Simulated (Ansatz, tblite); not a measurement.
Removing and adding an electron: B₁₅N₁₅H₃₄, a nanocrystal cut from wurtzite BN (hydrogen-capped). Charge 0, multiplicity 1. Geometry: r2SCAN-D4/def2-SVP. Ansatz, gas phase; energy differences of separate SCF runs; the oxidised species was run as a doublet alone; the reduced species was run as a doublet alone.

Cartesian coordinates in Å:
```
B -0.390 2.499 -2.135
N -1.672 2.302 -1.194
N 0.179 1.095 -2.422
B -0.724 -0.090 -1.857
B 1.177 -1.321 -3.157
N -0.094 -1.459 -2.207
B -1.306 1.488 0.112
N -2.606 1.318 0.997
N -0.764 0.103 -0.279
B -1.653 -1.070 0.324
B 0.287 -2.298 -0.910
N -1.025 -2.441 -0.021
B -2.294 0.492 2.334
N -1.663 -0.846 1.902
B -0.711 -3.311 1.276
N 0.659 3.281 -1.252
B 1.679 0.907 -1.926
N 2.202 -0.500 -2.280
B 1.080 2.497 0.074
N -0.246 2.291 0.924
N 1.578 1.096 -0.349
B 0.724 -0.091 0.267
B 2.638 -1.310 -0.966
N 1.321 -1.462 -0.094
B 0.151 1.519 2.254
N -1.193 1.329 3.095
N 0.646 0.114 1.839
B -0.199 -1.072 2.483
B 1.713 -2.285 1.206
N 0.358 -2.444 2.049
H -0.706 3.142 -3.122
H -2.307 1.714 -1.752
H -2.151 3.190 -1.030
H 0.220 0.920 -3.432
H -1.868 0.009 -2.327
H 0.864 -0.681 -4.178
H 1.617 -2.415 -3.458
H -0.766 -2.016 -2.735
H -3.255 0.715 0.473
H -3.104 2.186 1.205
H -2.814 -0.988 -0.107
H 0.692 -3.396 -1.230
H -1.692 -2.993 -0.561
H -3.313 0.394 2.998
H -2.206 -1.638 2.263
H -1.748 -3.434 1.954
H -0.269 -4.404 0.970
H 0.390 4.248 -1.064
H 1.515 3.339 -1.818
H 2.400 1.788 -2.411
H 3.052 -0.408 -2.836
H 1.886 3.163 0.699
H -0.579 3.219 1.199
H 2.537 0.916 -0.024
H 3.097 -2.391 -1.281
H 3.483 -0.634 -0.353
H 0.946 2.174 2.904
H -1.544 2.211 3.473
H -0.926 0.766 3.912
H 1.603 -0.068 2.168
H -0.210 -0.963 3.715
H 2.157 -3.382 0.927
H 2.527 -1.642 1.892
H 0.617 -2.974 2.880
```

The xTB rows come from tblite. Single mean-field runs in def2-SVP are fitted with def2-universal-jkfit.

| level | −HOMO (eV) | vertical IE (eV) | −LUMO (eV) | vertical EA (eV) | HOMO–LUMO gap (eV) | IE − EA (eV) | remarks |
| --- | --- | --- | --- | --- | --- | --- | --- |
| GFN1-xTB | 9.15 | 11.15 | 4.67 | 2.29 | 4.49 | 8.86 | – |
| GFN2-xTB | 8.25 | 10.22 | 1.50 | -0.58 | 6.75 | 10.80 | – |
| PBE-D4/def2-SVP | 4.84 | – | 1.60 | -0.13 | 3.24 | – | HOMO above zero (-1 doublet) |
| PBE0-D4/def2-SVP | 6.12 | 7.60 | 0.72 | -0.39 | 5.39 | 7.99 | HOMO above zero (-1 doublet) |

Run but left out: PBE-D4/def2-SVP (charge +1 doublet: an occupied level 0.09 eV above an empty one).   A HOMO above zero means that the electron is unbound at that level or that self-interaction error raises the level; the energy of removing that electron tells which. Raw xTB energy differences between charge states are shifted by several eV; the methods need an empirical correction for them. Sets without diffuse functions give affinities that are too small. A negative affinity means that the extra electron isn't bound; its size then hangs on the basis.
